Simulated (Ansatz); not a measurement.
Consider the ligand exchange at a B–C bond: `OB(O)CI` + `C[SiH2]O` → `C[SiH2]OB(O)O` + `CI`.

Calculated with Ansatz (gas phase, PBE0-D4/def2-TZVP geometries, no zero-point term in ΔE). CCSD(T)/CBS adds triple-zeta CCSD(T) − MP2 to the extrapolated MP2 energy (def2 sets, frozen cores). This one scheme is used for every species. Functionals use def2-TZVPP. B3LYP here is the variant with VWN-RPA as its local correlation; programs differ in this. Elements past krypton have def2 core potentials. For I outer-core shells are correlated without core-valence functions, which leaves a few kJ/mol of doubt a bond. One conformer a species, not always the lowest.

`OB(O)CI`:

Z-matrix (Å, degrees):
```
C
I 1 2.151
B 1 1.570 2 106.4
H 1 1.087 2 105.2 3 121.5
H 1 1.087 2 105.1 3 -121.5
O 3 1.364 1 117.5 2 -90.2
O 3 1.364 1 117.5 2 90.4
H 6 0.959 3 116.0 1 177.0
H 7 0.959 3 116.0 1 -177.0
```

`C[SiH2]O`:

Z-matrix (Å, degrees):
```
C
Si 1 1.863
H 1 1.093 2 111.0
H 1 1.094 2 110.2 3 119.8
H 1 1.093 2 111.5 3 -120.7
O 2 1.652 1 112.6 3 57.7
H 2 1.492 1 108.9 3 -179.5
H 2 1.483 1 110.6 3 -59.4
H 6 0.957 2 117.7 1 68.6
```

`C[SiH2]OB(O)O`:

```xyz
13

C    -1.221    1.512    0.477
Si    0.521    1.232   -0.104
O     0.691   -0.254   -0.819
B     0.508   -1.509   -0.324
O     0.074   -1.676    0.962
O     0.749   -2.611   -1.096
H    -1.929    1.442   -0.352
H    -1.494    0.770    1.230
H    -1.318    2.507    0.922
H     0.897    2.217   -1.151
H     1.477    1.345    1.029
H    -0.007   -2.602    1.200
H     1.052   -2.374   -1.975
```

`CI`:

```xyz
5

C    -0.091    0.207    0.031
I     0.759   -1.724   -0.258
H    -1.086    0.071    0.443
H     0.549    0.748    0.720
H    -0.131    0.699   -0.936
```

| level | ΔE (kcal/mol) |
| --- | --- |
| B3LYP-D4 | -32.4 |
| HF/def2-QZVPP | -37.0 |

(1) What does CCSD(T)/CBS give? (An estimate is asked.)

Largest T1 diagnostic among the species: 0.011.

Answers

(1) Ansatz gave: -31.4 kcal/mol. The listed levels differ from it by -1.0, -5.6 kcal/mol.

From PBE to PBE0 (25 % exact exchange), in def2-TZVPP and without D4, ΔE moves by −1.6 kcal/mol. In def2-TZVPP, CCSD(T) changes the Hartree–Fock value by +5.1 kcal/mol (the triples alone add +0.7 kcal/mol) and MP2 by +5.6 kcal/mol.
